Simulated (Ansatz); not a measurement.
Job for Ansatz (a quantum-chemistry and plane-wave program): R-wB97M-V/def2-TZVPP on ethylmethylamine (SMILES CCNC), atoms moved off the minimum.

Ansatz 0.2 input:
```yaml
crystal:
  periodic: [false, false, false]
  atoms:
    - {symbol: C, position_ang: [-1.92857496, -0.11201318, 0.23091637]}
    - {symbol: C, position_ang: [-0.48618558, -0.54892435, -0.19091748]}
    - {symbol: N, position_ang: [0.45651140, 0.56677676, 0.15390277]}
    - {symbol: C, position_ang: [1.89555975, 0.22008980, -0.19254709]}
    - {symbol: H, position_ang: [-2.17697337, 0.72142216, -0.18461262]}
    - {symbol: H, position_ang: [-2.52864583, -0.84121242, -0.05413503]}
    - {symbol: H, position_ang: [-1.89045882, 0.02509154, 1.34847967]}
    - {symbol: H, position_ang: [-0.10495073, -1.49994623, 0.33983851]}
    - {symbol: H, position_ang: [-0.55542769, -0.64017888, -1.12020995]}
    - {symbol: H, position_ang: [0.38524967, 0.75029138, 1.09135326]}
    - {symbol: H, position_ang: [2.56264811, 0.94340132, 0.08604609]}
    - {symbol: H, position_ang: [1.91887361, 0.02794350, -1.33680868]}
    - {symbol: H, position_ang: [2.14514951, -0.83154059, 0.26413917]}
basis:
  gaussian:
    orbitals: def2-TZVPP
hamiltonian:
  xc: {name: wB97M-V}
scf: {lower_state_search: off}
output: {forces: true}
```

Task: Give the final energy of this run.

Result: -174.3801 hartree.

Task: How many basis functions does it have, and what does it roughly cost on one machine?

Result: 250 functions; roughly 23 core-seconds.
